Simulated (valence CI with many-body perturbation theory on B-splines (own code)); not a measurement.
The numbers below are computed, except where a source is named.
Level structure of Re XLV

Level of theory: configuration interaction combined with many-body perturbation theory (CI+MBPT): three valence electrons over a frozen Dirac-Fock core [Ar] 3d10, radial functions for each j: 11 s, 11 p, 10 d, 8 f, 5 g, 2 h, with the one-electron correlation potential Σ1, the two-electron term Σ2, the three-electron term Σ3, Breit, model QED; selected CI, second order for the rest, scaled by the run's own slope (own B-spline code, finite nucleus).

The last digits are not significant, and no measured levels were compared; by estimate large intervals hold to a few tenths of a per cent, small ones and those within an open d or f shell to about a per cent.

Levels 91 to 135 of 187, with energies above the lowest level, (4s^2 4p1/2) J=1/2. "Leading %" is the weight of the configuration and term that name the level; weights of strongly mixed levels are sums over their largest components and can fall short. In the jj column 3d3/2^4 stands for four electrons in 3d with j = 3/2.

| No. | Configuration | Term | J | E (eV) | Leading % | Leading jj | g | Second component |
| --- | --- | --- | --- | --- | --- | --- | --- | --- |
| 91 | 4s.4p.4f | 2G | 7/2 | 671.01 | 19 | 4s 4p3/2 4f5/2 (41 %) | 1.095 | 17 % 4s.4d2 2F |
| 92 | 4p2.4f | 2F° | 7/2 | 671.56 | 33 | 4p1/2^2 4f7/2 (97 %) | 1.139 | 17 % 4p2.4f 4D° |
| 93 | 4s.4p.4f | 2D | 3/2 | 672.82 | 52 | 4s 4p3/2 4f5/2 (67 %) | 0.839 | 11 % 4s.4p.4f 4F |
| 94 | 4s.4p.4f | 2F | 7/2 | 673.80 | 43 | 4s 4p3/2 4f7/2 (66 %) | 1.185 | 22 % 4s.4d2 2F |
| 95 | 4s.4d2 | 2D | 5/2 | 674.20 | 32 | 4s 4d5/2^2 (59 %) | 1.239 | 23 % 4s.4d2 4P |
| 96 | 4s.4p.4f | 2G | 9/2 | 676.22 | 66 | 4s 4p3/2 4f7/2 (78 %) | 1.153 | 16 % 4p2.4d 4F |
| 97 | 4p2.4d | 2D | 3/2 | 680.91 | 38 | 4p3/2^2 4d3/2 (83 %) | 1.054 | 14 % 4p2.4d 4P |
| 98 | 4s.4p.4f | 2G | 9/2 | 681.96 | 42 | 4s 4d5/2^2 (29 %) | 1.157 | 31 % 4s.4d2 2G |
| 99 | 4s.4d2 | 2S | 1/2 | 683.62 | 50 | 4s 4d5/2^2 (55 %) | 1.585 | 29 % 4p2.4d 2P |
| 100 | 4s.4d2 | 2D | 3/2 | 685.64 | 30 | 4s 4d5/2^2 (54 %) | 0.934 | 24 % 4s.4p.4f 2D |
| 101 | 4s.4p.4f | 2D | 5/2 | 685.97 | 49 | 4s 4p3/2 4f7/2 (58 %) | 1.176 | 9 % 4s.4d2 2D |
| 102 | 4p2.4d | 4P | 5/2 | 688.12 | 14 | 4p3/2^2 4d3/2 (48 %) | 1.182 | 14 % 4p2.4d 2D |
| 103 | 4s.4p.4f | 2G | 7/2 | 688.94 | 38 | 4s 4p3/2 4f7/2 (32 %) | 1.036 | 18 % 4s.4d2 2G |
| 104 | 4p2.4d | 4P | 1/2 | 689.00 | 34 | 4p3/2^2 4d3/2 (61 %) | 1.591 | 26 % 4s.4d2 2P |
| 105 | 4p2.4d | 2F | 7/2 | 698.97 | 39 | 4p3/2^2 4d3/2 (54 %) | 1.049 | 19 % 4p2.4d 2G |
| 106 | 4p2.4d | 2D | 3/2 | 700.28 | 36 | 4p3/2^2 4d3/2 (61 %) | 0.958 | 11 % 4s.4p.4f 2D |
| 107 | 4p2.4d | 4F | 9/2 | 701.62 | 36 | 4p3/2^2 4d5/2 (66 %) | 1.200 | 31 % 4p2.4d 2G |
| 108 | 4s.4d2 | 2F | 7/2 | 703.36 | 29 | 4p3/2^2 4d5/2 (47 %) | 1.169 | 26 % 4p2.4d 2F |
| 109 | 4p2.4d | 2P | 1/2 | 705.46 | 29 | 4p3/2^2 4d5/2 (72 %) | 1.422 | 27 % 4p2.4d 2S |
| 110 | 4p2.4d | 2D | 5/2 | 710.02 | 68 | 4p3/2^2 4d5/2 (87 %) | 1.200 | 13 % 4p2.4d 4D |
| 111 | 4p.4d2 | 4G° | 5/2 | 715.36 | 55 | 4p1/2 4d3/2^2 (96 %) | 0.733 | 32 % 4p.4d2 2F° |
| 112 | 4p2.4d | 2D | 3/2 | 720.71 | 39 | 4p3/2^2 4d5/2 (79 %) | 1.138 | 35 % 4p2.4d 2P |
| 113 | 4p2.4d | 2D | 5/2 | 724.57 | 44 | 4p3/2^2 4d5/2 (77 %) | 1.104 | 32 % 4p2.4d 2F |
| 114 | 4p.4d2 | 4D° | 1/2 | 732.23 | 44 | 4p1/2 4d3/2^2 (97 %) | 0.640 | 39 % 4p.4d2 2P° |
| 115 | 4p.4d2 | 4F° | 3/2 | 735.03 | 41 | 4p1/2 4d3/2^2 (94 %) | 0.734 | 30 % 4p.4d2 2D° |
| 116 | 4p.4d2 | 4G° | 7/2 | 739.22 | 54 | 4p1/2 4d3/2 4d5/2 (90 %) | 1.012 | 11 % 4p.4d2 2G° |
| 117 | 4p.4d2 | 2D° | 5/2 | 741.46 | 24 | 4p1/2 4d3/2 4d5/2 (91 %) | 1.046 | 19 % 4p.4d2 4D° |
| 118 | 4p.4d2 | 2H° | 9/2 | 742.28 | 46 | 4p1/2 4d3/2 4d5/2 (81 %) | 1.001 | 25 % 4p.4d2 2G° |
| 119 | 4p.4d2 | 4D° | 3/2 | 744.62 | 38 | 4p1/2 4d3/2 4d5/2 (91 %) | 1.159 | 15 % 4p.4d2 2D° |
| 120 | 4p.4d2 | 4P° | 1/2 | 746.46 | 49 | 4p1/2 4d3/2 4d5/2 (99 %) | 1.784 | 27 % 4p.4d2 4D° |
| 121 | 4p.4d2 | 2F° | 7/2 | 756.01 | 25 | 4p1/2 4d3/2 4d5/2 (65 %) | 1.060 | 23 % 4p.4d2 2G° |
| 122 | 4p.4d2 | 4F° | 5/2 | 756.64 | 17 | 4p1/2 4d3/2 4d5/2 (79 %) | 1.101 | 16 % 4p.4d2 4D° |
| 123 | 4p.4d2 | 4D° | 3/2 | 761.21 | 31 | 4p1/2 4d3/2 4d5/2 (81 %) | 1.211 | 17 % 4p.4d2 2P° |
| 124 | 4p2.4f | 2G° | 7/2 | 761.43 | 63 | 4p1/2 4p3/2 4f5/2 (90 %) | 0.922 | 29 % 4p2.4f 4G° |
| 125 | 4p2.4f | 4G° | 5/2 | 763.07 | 43 | 4p1/2 4p3/2 4f5/2 (89 %) | 0.914 | 29 % 4p2.4f 2D° |
| 126 | 4p2.4f | 4D° | 7/2 | 763.19 | 30 | 4p1/2 4p3/2 4f7/2 (53 %) | 1.260 | 21 % 4p.4d2 4D° |
| 127 | 4p2.4f | 4G° | 9/2 | 765.20 | 35 | 4p1/2 4p3/2 4f7/2 (60 %) | 1.137 | 25 % 4p2.4f 2G° |
| 128 | 4p2.4f | 4F° | 3/2 | 765.84 | 67 | 4p1/2 4p3/2 4f5/2 (89 %) | 0.635 | 14 % 4p2.4f 2D° |
| 129 | 4p2.4f | 2F° | 5/2 | 767.72 | 48 | 4p1/2 4p3/2 4f5/2 (65 %) | 0.988 | 19 % 4p2.4f 4F° |
| 130 | 4p2.4f | 2H° | 9/2 | 767.78 | 29 | 4p1/2 4p3/2 4f5/2 (56 %) | 1.088 | 14 % 4p.4d2 4G° |
| 131 | 4p2.4f | 4F° | 9/2 | 769.65 | 48 | 4p1/2 4p3/2 4f7/2 (91 %) | 1.226 | 22 % 4p2.4f 4G° |
| 132 | 4p2.4f | 2D° | 3/2 | 770.57 | 42 | 4p1/2 4p3/2 4f5/2 (72 %) | 1.060 | 18 % 4p2.4f 4D° |
| 133 | 4p2.4f | 2H° | 11/2 | 770.67 | 60 | 4p1/2 4p3/2 4f7/2 (94 %) | 1.150 | 35 % 4p2.4f 4G° |
| 134 | 4p2.4f | 2F° | 7/2 | 770.78 | 32 | 4p1/2 4p3/2 4f7/2 (71 %) | 1.120 | 18 % 4p2.4f 4G° |
| 135 | 4p2.4f | 4D° | 5/2 | 771.45 | 41 | 4p1/2 4p3/2 4f7/2 (68 %) | 1.228 | 26 % 4p2.4f 2D° |
